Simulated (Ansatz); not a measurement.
Reactions of Cl3HSSn (`[SH][Sn]([Cl])([Cl])[Cl]`).

Isolated molecules relaxed with PBE0-D4/def2-TZVP in Ansatz; ΔE leaves out vibrations. CCSD(T)/CBS is the MP2 limit (def2-TZVPP, def2-QZVPP) plus CCSD(T) − MP2 in def2-TZVPP, frozen cores. This one scheme is used for every species. DFT in def2-TZVPP. def2 core potentials past Kr. For Sn outer-core shells are correlated without core-valence functions, which leaves a few kJ/mol of doubt a bond. One conformer a species, not always the lowest.

| reaction | MP2/CBS(def2) (eV) | B97M-V (eV) | CCSD/CBS(def2) (eV) | PBE-D4 (eV) |
| --- | --- | --- | --- | --- |
| `[SH][Sn]([Cl])([Cl])[Cl]` + ethylmethylamine → `CC[N](C)[Sn]([Cl])([Cl])[Cl]` + H₂S | 0.45 | 0.58 | 0.52 | 0.58 |
| `[SH][Sn]([Cl])([Cl])[Cl]` + `CC(C)N` → `CC(C)[NH][Sn]([Cl])([Cl])[Cl]` + H₂S | 0.46 | 0.54 | 0.48 | 0.55 |
| `[SH][Sn]([Cl])([Cl])[Cl]` + CH₄ → `[CH3][Sn]([SH])([Cl])[Cl]` + HCl | 0.87 | 1.01 | 0.86 | 0.89 |
| `[SH][Sn]([Cl])([Cl])[Cl]` + HCl → tin tetrachloride + H₂S | -0.14 | -0.22 | -0.18 | -0.13 |
| `[SH][Sn]([Cl])([Cl])[Cl]` + H₂ → `[Cl][SnH]([Cl])[Cl]` + H₂S | 0.57 | 0.34 | 0.38 | 0.47 |

**Question.** Give the CCSD(T)/CBS values in the same order. (An estimate is asked.)

**Answer.** The calculation gave: 0.47, 0.45, 0.86, -0.16, 0.45 eV.

Largest T1 diagnostic: 0.011, for `CC[N](C)[Sn]([Cl])([Cl])[Cl]`.
